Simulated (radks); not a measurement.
The hafnium ion Hf61+, 11 electrons, occupied as [Ne] 3s1. Method: non-relativistic Kohn-Sham, LB94 model potential, spin-polarised, spherical densities, point nucleus; open shells are filled with parallel spins first (spin-orbit coupling, left out, can overturn this in heavy ions); relativity is left out, which matters for an element this heavy; computed with a radial shooting solver on a logarithmic mesh with Libxc functionals.

Unscreened Slater integrals over Kohn-Sham orbitals (hartree). They are taken over the spin-up orbitals.

integral,value
"F0(3s,3s)",4.3977
"F0(3s,2p)",5.7532
"G1(3s,2p)",0.61395
"F0(3s,2s)",5.5957
"G0(3s,2s)",0.48451
"F0(3s,1s)",6.5750
"G0(3s,1s)",0.35465
"F0(2p,2p)",12.296
"F2(2p,2p)",5.9070
"F0(2p,2s)",11.068
"G1(2p,2s)",6.1366
"F0(2p,1s)",16.564
"G1(2p,1s)",3.2588
"F0(2s,2s)",10.314
"F0(2s,1s)",14.412
"G0(2s,1s)",1.4394
"F0(1s,1s)",44.651
